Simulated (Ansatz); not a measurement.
`[GeH3][NH][GeH3]` + `NC=O` → `O=C[NH][GeH3]` + `[NH2][GeH3]` at 700 K and 1 bar (ligand exchange at a Ge–N bond).

Program: Ansatz. Geometries: PBE0-D4/def2-TZVP. ΔE: electronic, gas phase. CBS: MP2 limit from def2 TZ/QZ plus the TZ coupled-cluster correction, frozen cores. This one scheme is used for every species. For Ge outer-core shells are correlated without core-valence functions, which leaves a few kJ/mol of doubt a bond. Scalar relativity is left out up to krypton. One conformer a species, not always the lowest.

```
           species  CCSD(T)/CBS energy (Eh)  H − E (kJ/mol)  S (J/(mol·K))
`[GeH3][NH][GeH3]`              -4211.13400           239.6          466.3
            `NC=O`               -169.73435           160.3          314.7
   `O=C[NH][GeH3]`              -2247.05298           221.9          416.7
     `[NH2][GeH3]`              -2133.81884           177.8          349.1
```

H − E and S are ideal-gas, rigid-rotor, harmonic terms from PBE0-D4/def2-TZVP, for one conformer and one mirror image of each species. 1 Eh = 2625.50 kJ/mol, R = 8.31446 J/(mol·K).

**Question.** By hand: ΔE, ΔH, ΔS and ΔG.

**Answer.** ΔE = (-2247.05298) + (-2133.81884) − (-4211.13400) − (-169.73435) = -0.00347 Eh = -9.1 kJ/mol. Δ(H − E) = 221.9 + 177.8 − 239.6 − 160.3 = -0.2, so ΔH = -9.3 kJ/mol. ΔS = 416.7 + 349.1 − 466.3 − 314.7 = -15.2 J/(mol·K). ΔG = -9.3 − 700 × (-15.2)/1000 = 1.3 kJ/mol.

**Question.** By hand: the equilibrium constant, and the temperature at which ΔG would vanish if ΔH and ΔS stayed fixed.

**Answer.** log₁₀ K = −ΔG/(RT ln 10) = -0.1. ΔG = 0 at ΔH/ΔS = 612 K, though so small a ΔH makes that figure unsure.

TΔS isn't small against ΔH here. The sign of ΔG lies within the doubt. A doubt of 5 kJ/mol in ΔE shifts log₁₀ K by 0.4 here. Other conformers and mirror images would add mixing entropy, several J/(mol·K) or more a flexible species. These are equilibria of isolated gas molecules and say nothing of rates. Largest T1 diagnostic: 0.016 (customary marks: 0.02 for closed shells, 0.045 for open ones).
